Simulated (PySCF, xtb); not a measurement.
C3H5NOSi, SMILES N#CO[SiH2]C=C. Other conformers were not sampled.

Harmonic wavenumbers (cm⁻¹) from GFN2-xTB (xtb) at its own minimum, in rising order: 51, 81, 82, 166, 364, 395, 486, 493, 575, 596, 641, 700, 780, 786, 926, 1008, 1031, 1252, 1280, 1414, 1662, 2262, 2289, 2465, 3043, 3082, 3108.

Problem. What does PBE0-D3(BJ)/def2-SVP run with PySCF give at its own minimum? (The exact figures need the calculation; the answer reports its results.)

Solution. 35, 91, 105, 177, 392, 408, 517, 524, 664, 679, 712, 721, 883, 968, 1011, 1012, 1034, 1241, 1275, 1420, 1688, 2263, 2266, 2438, 3151, 3167, 3254. Paired by order, the mean absolute difference is 46 cm⁻¹ and the zero-point energies are 44.3 and 45.9 kcal/mol.
